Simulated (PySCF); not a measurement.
Consider `[CH3][Al]([CH3])[Cl]` (C2H6AlCl). Numbering: `[CH3:1][Al:2]([CH3:3])[Cl:4]`

Level of theory: PBE0-D3(BJ)/ma-def2-TZVP single points in PySCF, grid level 2; every species was optimised with PBE0-D3(BJ)/ma-def2-SVP. The prefix ma- adds one diffuse s and one diffuse p function on all atoms but H. Zero-point and thermal terms (298.15 K, 1 bar) come from unscaled GFN2-xTB harmonic frequencies, with soft modes damped to free rotors in the entropy. These were taken at the GFN2-xTB minima.

Task: What are the vertical and the adiabatic ionisation energy for forming the radical cation?

Result: 9.89 eV vertical and 9.36 eV adiabatic, the latter with zero-point energy.

Task: Where does the unpaired spin of the relaxed radical cation sit?

Result: C1 (methyl carbon) 0.54, C3 (methyl carbon) 0.45 (intrinsic atomic orbital populations).

Task: How far is −ε(HOMO) from the vertical value by ΔSCF?

Result: −ε(HOMO) = 7.96 eV, which is 1.93 eV below the ΔSCF value.

Known limits: spin-orbit coupling is left out of the energies, which matters for open shells on the heavier atoms.
